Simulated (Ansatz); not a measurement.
System: difluoro(dihydroxy)silane, H2SiO2F2, charge 0, multiplicity 1. SMILES: [Si](F)(O)(F)O
Geometry: optimised at B3LYP-D3(BJ)/def2-TZVP (Ansatz, a program for electronic structure).

Wanted: atomisation energy, in kcal/mol. Set-up: no dispersion term unless named; valence correlation only; 6-311+G** with 5d, 6d on Na to Ar in Ansatz; LANL2DZ with its own core potentials from Na on; open shells spin-unrestricted; atomisation electronic, to ground-state atoms; 6-31G* and kin with 6d, 5d where marked; no spin-orbit coupling; non-relativistic. CBS marks a two-point X^-3 extrapolation of the correlation energy; Hartree-Fock from the larger set (for Q and 5 zeta extrapolated as (X+1)exp(-9√X)). Ab initio and DFT rows: single points at B3LYP-D3(BJ) geometries (Ansatz).

Coupled cluster (Ansatz) is a level with limits of its own, used here on species with T1 under 0.025 (0.045 for open shells) and stable references: CCSD(T)/CBS(cc-pV(Q+d)Z,cc-pV(5+d)Z).

Value to compare with, CCSD(T)/CBS(cc-pV(Q+d)Z,cc-pV(5+d)Z) (Ansatz): 742.8 kcal/mol.

```
level             program  atomisation energy (kcal/mol)  difference
----------------  -------  -----------------------------  ----------
B3LYP/STO-3G       Ansatz                          628.2      -114.6
B3LYP/3-21G        Ansatz                          639.4      -103.4
B3LYP/LANL2DZ      Ansatz                          601.8      -141.0
B3LYP/6-31G        Ansatz                          588.8      -154.0
B3LYP/6-31G*       Ansatz                          699.6       -43.2
B3LYP/6-31+G*      Ansatz                          690.0       -52.8
B3LYP/6-31G**      Ansatz                          707.5       -35.3
B3LYP/def2-SVP     Ansatz                          702.7       -40.1
B3LYP/cc-pVDZ      Ansatz                          675.1       -67.7
B3LYP/6-311+G**    Ansatz                          692.1       -50.7
B3LYP/def2-TZVPD   Ansatz                          719.0       -23.8
```

Among the 10 habitual levels, B3LYP/6-31G lies farthest from CCSD(T)/CBS(cc-pV(Q+d)Z,cc-pV(5+d)Z) (Ansatz) (-154.0 kcal/mol) and B3LYP/6-31G** nearest (-35.3); 0 of 10 lie above it, and their mean absolute difference is 80.3 kcal/mol, the median 60.2. One case shows no general order.

The sets are all those run for this method; left out are runs that failed, that the program found above a lower state of the same kind, or whose <S^2> lies over 0.5 above the pure value.
